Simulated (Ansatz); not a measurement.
CH₇O₂Si₂ (`O[SiH]C[SiH2]O`) radical. Charge 0, multiplicity 2.

Z-matrix (Å, degrees):
```
C
Si 1 1.860
Si 1 1.879 2 112.3
H 1 1.096 2 107.9 3 -120.9
H 1 1.095 2 110.3 3 121.7
O 2 1.672 1 105.5 3 -45.6
H 2 1.500 1 110.9 3 72.3
O 3 1.642 1 110.2 2 59.0
H 3 1.491 1 107.7 2 -63.7
H 3 1.485 1 111.2 2 177.2
H 6 0.959 2 117.1 1 176.6
H 8 0.965 3 113.4 1 -39.6
```

(1) Give the diagnostics of a CCSD(T)/def2-TZVPP run (frozen core, the Gaussian-basis code of Ansatz). (An estimate is asked.)

Answers

(1) Computed: T1 = 0.0133, largest single amplitude 0.031, largest double 0.011, (T) share of the correlation energy 3.6 %, 10 CCSD cycles. ⟨S²⟩ of the UHF reference is 0.754 against 0.75 for a pure state. T1 lies under the customary mark of 0.045 for open shells.
